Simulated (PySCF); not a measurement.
**Dipole response of Ga (gallium, neutral)**

[Ar] 3d10 4s2 4p1, 2P determinant. Computed with PySCF 2.14 in aug-cc-pV5Z-PP with ECP10MDF (8s7p6d4f3g2h, 136 functions), with a scalar-relativistic core potential. Coupled (time-dependent) response in atomic units; α is the mean over directions.

```json
{"method": "M06-L", "mean α (bohr³)": "59.83", "α xx, yy, zz": "43.84, 91.81, 43.84", "C₆ (like pair)": "510.1", "S(−4)": "2645"}
```

S(−4) is the Cauchy moment in α(ω) = α(0) + S(−4) ω² + …

Reference α: 50 ± 3 bohr³ (recommended; Schwerdtfeger and Nagle, table of static dipole polarizabilities (2023 update)). Published C₆: 498.0 (Chu and Dalgarno (2004); Tang, Norbeck and Certain (1976)).

Spin-orbit coupling is absent.

α(iu) at M06-L:

| u (hartree) | α(iu) (bohr³) |
| --- | --- |
| 0 | 59.83 |
| 0.0500 | 54.21 |
| 0.100 | 43.88 |
| 0.200 | 27.94 |
| 0.300 | 18.82 |
| 0.500 | 10.05 |
| 0.750 | 5.705 |
| 1.00 | 3.764 |
| 1.50 | 2.092 |
| 2.00 | 1.381 |
| 3.00 | 0.7615 |
| 5.00 | 0.3429 |

A single London oscillator, α(iu) = α/(1 + u²/ω²), gives C₆ = (3/4) ω α². Matching the computed C₆ needs ω = 4 × 510.1 / (3 × 59.83²) = 0.190 hartree.

The components differ because the open shell of this determinant is not spherical; for a pure term their mean is the scalar polarisability.

Energies and moments cover only the electrons outside the core potential.
